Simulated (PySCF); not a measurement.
# One molecule, several mistakes: AlB2GeH6

These are calculations, not measurements. The program is PySCF 2.14.0, an open-source quantum chemistry code, run on an isolated molecule that a program drew, which may never have been made. The molecule is AlB2GeH6 (charge 0, doublet), drawn as the SMILES string `[AlH2][B][BH][GeH3]`.

Each row is a Hartree-Fock (HF) and frozen-core CCSD(T) single point in the cc-pV(D+d)Z basis, meant for a local HF minimum. Run 1 is clean. Each other run has one planted mistake out of seven kinds, and not every kind appears here: one electron removed, one electron added, multiplicity raised by two, geometry at a saddle point, minimal basis STO-3G, one bond length entered in bohr, all coordinates scaled. The reference is restricted for singlets and unrestricted otherwise, and also for a bond in bohr. Adding or removing an electron swaps singlet and doublet. Electrons count all cores. HOMO and LUMO are orbital energies over both spins, the gradient is its largest component, and the lowest frequency (negative if imaginary) is given only where the gradient is small. Bond lengths are over the 9 bonds as drawn. T1 is the CCSD diagnostic: over 0.02 (restricted) or 0.045 (unrestricted) a single reference is doubtful. Germanium has the cc-pVDZ-PP basis, with a core potential (ECP10MDF) in place of its 10 inner electrons, and its 3s, 3p and 3d shells are frozen in CCSD(T).

Geometry of the clean run:
```xyz
10
AlB2GeH6, angstrom
Al    1.0294   -1.9469   -2.1757
B     0.4056   -0.0439   -1.5044
B    -0.0380    1.3949   -0.9330
Ge    0.5362    1.9608    1.0013
H     0.6244   -2.4244   -3.6262
H     1.8903   -2.8696   -1.2259
H    -0.6923    2.1819   -1.5604
H    -0.7055    2.2441    1.8614
H     1.3755    3.2472    0.9503
H     1.3699    0.8963    1.7333
```

| run | electrons | basis functions | <S^2> | HOMO (eV) | LUMO (eV) | gradient (hartree/bohr) | lowest frequency (cm^-1) | mean bond (Å) | longest bond (Å) | T1 | HF (hartree) | CCSD(T) (hartree) | mistake |
|---|---|---|---|---|---|---|---|---|---|---|---|---|---|
| 1 | 61 | 104 | 0.757 | -8.86 | 0.03 | 2.3e-06 | 54 | 1.6432 | 2.112 | 0.0191 | -588.06061 | -588.44152 | no fault |
| 2 | 61 | 104 | 1.568 | -8.56 | 0.00 | 6.8e-03 | - | 1.7952 | 2.904 | 0.0403 | -587.96443 | -588.33331 | one bond length entered in bohr |
| 3 | 61 | 104 | 0.756 | -8.99 | 0.00 | 1.7e-02 | - | 1.5890 | 2.042 | 0.0185 | -588.05154 | -588.43132 | all coordinates scaled |
| 4 | 61 | 104 | 3.759 | -7.69 | -1.30 | 2.1e-02 | - | 1.6432 | 2.112 | 0.0541 | -587.95236 | -588.33025 | ? |

**Which mistake was planted in run 4, and what did it cost?**

Electrons, basis and geometry are unchanged, and <S^2> is 3.759, beside S(S+1) = 3.75 for a multiplicity of 4. So the mistake is: multiplicity raised by two. Subtracting run 1 and multiplying by 627.51 kcal/mol a hartree, the energy moved by 67.9 kcal/mol in HF and 69.8 kcal/mol in CCSD(T).

Cautions from the logs. Run 4: T1 is over the limit, so its CCSD(T) energy is less reliable.
